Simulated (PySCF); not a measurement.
## InS(OH), singlet: molecular constants

Level of theory: PBE0/[In def2-TZVP with ECP28, S def2-TZVP, O def2-TZVP, H def2-TZVP], scalar-relativistic core potentials, density fitting, no spin–orbit coupling, PySCF.

The structure is a minimum.

```
Point group                                                                   : Cs
Bond lengths                                                                  : In–O 1.944 Å, In–S 2.183 Å, O–H 0.961 Å
Bond angles                                                                   : H–O–In 113.8°, O–In–S 176.5°
Rotational constants                                                          : 22.75, 0.08019, 0.07991 cm⁻¹
Enthalpy at 298.15 K above 0 K                                                : 14.76 kJ/mol
Dipole moment                                                                 : 3.72 D
Principal polarisabilities                                                    : 43.1, 44.3, 88.7 bohr³
Heat capacity Cp at 298.15 K                                                  : 61.5 J/(mol K)
Atomisation energy without zero-point energy                                  : 1068 kJ/mol
Lowest empty level                                                            : -2.34 eV
Zero-point energy                                                             : 36.2 kJ/mol
Entropy at 298.15 K and 1 bar                                                 : 295.4 J/(mol K)
Principal quadrupole moments (Buckingham, traceless) about the centre of mass : -10.76, 2.81, 7.95 D Å
Rotational symmetry number                                                    : 1
Highest occupied level                                                        : -6.92 eV
```

Harmonic modes (masses in u: In 114.904, S 31.972, O 15.995, H 1.008):
```json
{"symmetry": "a'", "ω (cm⁻¹)": "121", "IR (km/mol)": "10.6"}
{"symmetry": "a''", "ω (cm⁻¹)": "124", "IR (km/mol)": "1.0"}
{"symmetry": "a'", "ω (cm⁻¹)": "464", "IR (km/mol)": "2.8"}
{"symmetry": "a'", "ω (cm⁻¹)": "649", "IR (km/mol)": "121"}
{"symmetry": "a'", "ω (cm⁻¹)": "817", "IR (km/mol)": "48.8"}
{"symmetry": "a'", "ω (cm⁻¹)": "3878", "IR (km/mol)": "106"}
```

Charges (e):
```json
{"atom": "In1", "Mulliken": "0.69", "Löwdin": "0.11", "polar tensor": "1.01", "Mayer order to In1": "–"}
{"atom": "S2", "Mulliken": "-0.41", "Löwdin": "0.00", "polar tensor": "-0.53", "Mayer order to In1": "2.04"}
{"atom": "O3", "Mulliken": "-0.60", "Löwdin": "-0.28", "polar tensor": "-0.74", "Mayer order to In1": "1.05"}
{"atom": "H4", "Mulliken": "0.32", "Löwdin": "0.17", "polar tensor": "0.25", "Mayer order to In1": "0.02"}
```
Other Mayer orders above 0.3: O–H 0.89.

Mulliken populations on In1 (electrons outside its core potential): s 3.09, p 7.00, d 10.14, f 0.08.

Outer orbital energies (eV). occupied: -22.26, -17.97, -14.06, -11.02, -9.73, -9.20, -6.96, -6.92; empty: -2.34, -1.23, -1.06, 0.67.

Only a few start shapes were tried, so a lower isomer may exist.

The final relaxation and frequency run took of the order of 2.5 core-minutes on a shared host.
